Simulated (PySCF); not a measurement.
Species: cis-Zr(NH3)2Br4 (singlet state).
Geometry (PBE0-D3(BJ)/def2-SVP, Å), atoms numbered from 1 in this order:
```xyz
13
Br4H6N2Zr angstrom
Zr    -0.7525    0.1491   -0.7413
N     -0.6082   -0.1153    1.6490
H     -1.5612    0.0410    1.9849
H     -0.0161    0.5754    2.1110
H     -0.3384   -1.0549    1.9417
Br    -0.4531    0.4196   -3.2271
N      1.6389   -0.1204   -0.6328
H      1.9359   -0.1925   -1.6086
H      1.9583   -0.9682   -0.1642
H      2.1104    0.6932   -0.2355
Br    -3.2369    0.4130   -0.4244
Br    -0.0552    2.5340   -0.0387
Br    -0.5913   -2.4263   -0.5917
```

Computed, not measured: TDDFT CAM-B3LYP/def2-SVPD, vertical, gas phase, core orbitals frozen in the response, def2 core potentials past Kr in PySCF. Spin–orbit coupling is left out.

Transition dipole moments from the ground state, in atomic units and in the frame of the coordinates above (overall signs are arbitrary), for the states with f of 0.002 or more among the lowest 10:

| state | E (hartree) | μx | μy | μz |
| --- | --- | --- | --- | --- |
| S4 | 0.1728 | -0.222 | 0.008 | -0.217 |
| S6 | 0.1747 | 0.000 | -0.231 | -0.006 |
| S8 | 0.1790 | -0.372 | 0.067 | -0.371 |
| S10 | 0.1838 | -0.005 | 0.181 | 0.032 |

**Question.** What oscillator strength does each state have?

**Answer.** f = (2/3) ΔE |μ|² with ΔE in hartree (27.2114 eV).

```tsv
state	|μ|² (au)	|μ| (D)	f
S4	0.096	0.79	0.011
S6	0.054	0.59	0.006
S8	0.280	1.35	0.033
S10	0.034	0.47	0.004
```

**Question.** What angle do the transition dipoles of S4 and S8 make?

**Answer.** |cos θ| = |μa·μb| / (|μa| |μb|) = 0.99, so θ ≈ 6° (taken between 0 and 90°, since the signs are arbitrary).

**Question.** How is the summed strength of these states shared among x, y and z?

**Answer.** (2/3) Σ ΔE μα² gives 0.022 for x, 0.011 for y and 0.022 for z, 0.055 in all.

**Question.** What peak molar absorption coefficient would the strongest computed level give as a lone Gaussian band 0.4 eV wide at half height?

**Answer.** ε(max) = 2.175×10⁸ f / FWHM, with the width in cm⁻¹. S8: 2.175×10⁸ × 0.0334 / 3226 ≈ 2300 L mol⁻¹ cm⁻¹.

The vertical ionisation energy (ΔSCF) is 9.76 eV, 4.76 eV above S10.

Time: 14 min (with the writing of density and orbital grids); peak memory 1.9 GiB. Hardware: one thread of an Arm Neoverse V1, no GPU (shared host).
